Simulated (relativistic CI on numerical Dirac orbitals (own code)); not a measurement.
## What each ingredient does to the levels of Mg11+

Base calculation: Dirac-Coulomb-Breit CI, separate exchange-only KLI orbitals for each configuration, a model potential for QED.

CI space: 1s, 2s, 2p, 3s, 3p, 3d, 4s, 4p, 4d, 4f, 5s, 5p, 5d, 5f, 5g, 6s, 6p, 6d. Levels of other configurations are missing.

Variants: (1) QED terms removed; (2) non-relativistic limit. Shifts of the energy above 1s ²S1/2, in eV, for the lowest level and the first level of each name with at least 55 % of one term (blank where a level changes its place among those of its configuration and J or its character, or is not in the variant):

```tsv
Level	Base	Δ(1)	Δ(2)
1s ²S1/2	0.00	0.00	0.00
2p ²P°1/2	1471.69	+0.28	-2.31
2s ²S1/2	1471.73	+0.24	-2.35
2p ²P°3/2	1472.64	+0.28	-3.26
3p ²P°1/2	1744.56	+0.28	-3.07
3s ²S1/2	1744.57	+0.27	-3.08
3d ²D3/2	1744.84	+0.28	-3.35
3p ²P°3/2	1744.84	+0.28	-3.35
3d ²D5/2	1744.93	+0.28	-3.44
4p ²P°1/2	1840.02	+0.28	-3.30
4s ²S1/2	1840.03	+0.28	-3.30
4d ²D3/2	1840.14	+0.28	-3.42
4p ²P°3/2	1840.14	+0.28	-3.42
4f ²F°5/2	1840.18	+0.28	-3.46
```
